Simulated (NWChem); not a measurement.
System: C₂H₃Cl₂F; SMILES CC(F)(Cl)Cl

```xyz
8

C     -1.3007    -1.1252     0.0000
C     -0.3394     0.0326     0.0000
F     -1.0121     1.1933     0.0000
Cl     0.6931     0.0005    -1.4546
Cl     0.6931     0.0005     1.4546
H     -1.9315    -1.0635     0.8978
H     -0.7542    -2.0758     0.0000
H     -1.9315    -1.0635    -0.8978
```
Atoms are numbered in this order, from 1.

Program: NWChem. Medium grid unless said otherwise, to which SCAN and Minnesota functionals are sensitive. The geometry was optimised at PBE0/def2-SVP. B3LYP is NWChem's, with the RPA form of VWN correlation.

Task: Order these by “dipole (D)”, lowest first: TPSS/def2-SVP; MPW1K/def2-SVP; revPBE/def2-SVP.

Result: revPBE/def2-SVP (1.82), TPSS/def2-SVP (1.91), MPW1K/def2-SVP (2.07)
